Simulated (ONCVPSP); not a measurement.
## carbon (C), ONCV: configuration errors across variants

```json
{
  "Element": "C (Z = 6)",
  "Generator": "ONCVPSP 4.0.1",
  "Type": "optimised norm-conserving Vanderbilt (ONCV)",
  "Functional": "PBE",
  "Relativity": "scalar-relativistic",
  "Frozen core": "[He]",
  "Valence charge": "4",
  "Reference configuration": "2s2 2p2",
  "Partial waves": "2s: rc 1.25 bohr, ncon 3, nbas 8, qcut 5.6 1/bohr, 1 projector; 2p: rc 2.60 bohr, ncon 5, nbas 8, qcut 5.5 1/bohr, 2 projectors, debl 3.1 Ha; d scattering state at 0.39 Ha: rc 2.10 bohr, ncon 4, nbas 7, qcut 4.2 1/bohr, 2 projectors, debl 3.2 Ha",
  "Local potential": "polynomial inside 0.90 bohr (lpopt 5, dvloc0 0 Ha)",
  "Core correction": "Teter function, fcfact 1.75, rcfact 1.2"
}
```

All-electron excitation energies from the reference (eV): (1) 2s2 2p1 10.861; (2) 2s2 2p0 35.017; (3) 2s1 2p0 83.211; (4) 2s1 2p2 19.615.

A true bound ghost makes a file unfit for plane-wave use even where its test errors are small: the radial tests pick states by their node count and pass the ghost by.

Errors AE − PS in meV (a dash: test not solved or not reliable):

```csv
change,(1),(2),(3),(4),bound ghosts,GHOST(+) flags above zero
base,+72,+601,+1192,-55,d,none
"s: rc 0.86; local potential polynomial inside 0.86 bohr (lpopt 5, dvloc0 0 Ha)",+69,+577,+1173,-53,d,none
s: rc 0.96,+69,+580,+1178,-51,d,none
s: rc 1.08,+70,+588,+1186,-52,d,none
s: rc 1.3,+72,+607,+1195,-57,d,none
s: rc 1.42,+74,+623,+1197,-60,d,none
s: rc 1.54,+76,+639,+1203,-64,d,none
s: rc 1.62,+78,+653,+1205,-67,d,none
s: rc 1.72,+80,+669,+1208,-72,d,none
s: rc 1.84,+82,+688,+1211,-77,d,none
```

(1) Give the same row for: s: rc 1.2.

Answers

(1) +71, +596, +1189, -54; bound ghosts: d; GHOST(+) flags above zero: none.
